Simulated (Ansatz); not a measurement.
`[ZnH+]`, relaxed with RKS PBE0-D4/def2-TZVP in Ansatz 0.2.0 from a GFN2-xTB geometry. The force threshold is 0.005 eV/Å; the program also tests the step.

Charge 1, multiplicity 1.

Start:

```xyz
2

Zn    0.359   -0.516   -0.413
H    -0.359    0.516    0.413
```

**Question.** How much energy does the relaxation release, and in how many steps? (Estimate.)

**Answer.** The calculation gave: 0.01 eV, in 2 steps.

**Question.** Which bonds change most? (Estimate.)

**Answer.** The calculation gave: Zn1–H2 from 1.505 to 1.535 Å.

**Question.** Give the relaxed structure. (An estimate is asked.)

**Answer.** The calculation gave: 
```xyz
2

Zn    0.367   -0.526   -0.421
H    -0.367    0.526    0.421
```
